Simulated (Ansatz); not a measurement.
The cluster Ge5H7⁺, relaxed as a singlet with RKS r2SCAN-D4/def2-SVP in Ansatz, starting from the GFN2-xTB geometry. Force threshold 0.02 eV/Å.

The restricted singlet is unstable towards broken spin symmetry in Hartree–Fock (as tested in another run); at r2SCAN-D4/def2-SVP this wasn't settled. The structure comes from a short search, and lower isomers may exist.

Start:

Cartesian coordinates in Å:
```
Ge 1.324 0.797 1.289
Ge -0.359 -0.242 -1.244
Ge -0.072 -1.268 1.123
Ge 0.514 2.098 -0.661
Ge -2.244 -1.934 -0.712
H 0.986 -0.937 -1.666
H 0.673 -2.564 1.451
H -2.994 -0.660 -0.059
H 2.565 0.200 0.519
H -0.627 3.107 -0.512
H 1.432 2.748 -1.696
H -1.197 -1.346 2.168
```

Q: Estimate the energy that the relaxation releases and the steps that it takes.

A: 77.2 kJ/mol, in 22 steps; 91 s on 4 threads of Intel Xeon Platinum 8259CL on a shared host. No frequencies were taken in this run, so the end may be a saddle point.

Q: Does the start keep its bonding and symmetry?

A: By distances, no bond broke or formed. The bond that changes most is Ge2–Ge5, from 2.59 to 2.47 Å (atoms count from 1).

Q: Predict the relaxed structure.

A: 
Cartesian coordinates in Å:
```
Ge 1.4422 0.6969 1.1006
Ge -0.0227 -0.6384 -0.9971
Ge 0.1367 -1.3016 1.4113
Ge 0.1856 1.8248 -0.6150
Ge -2.4354 -0.9342 -1.4346
H 1.1332 -1.2021 -1.8281
H 0.8749 -2.6007 1.7221
H -2.7306 -0.0582 -0.1401
H 2.7994 0.2743 0.4842
H -1.1441 2.4231 -0.1675
H 0.9592 2.6246 -1.6597
H -1.1982 -1.1085 2.1239
```
Bond lengths: 5 × Ge–Ge 2.41 to 2.50 Å; 7 × Ge–H 1.53 to 1.59 Å.
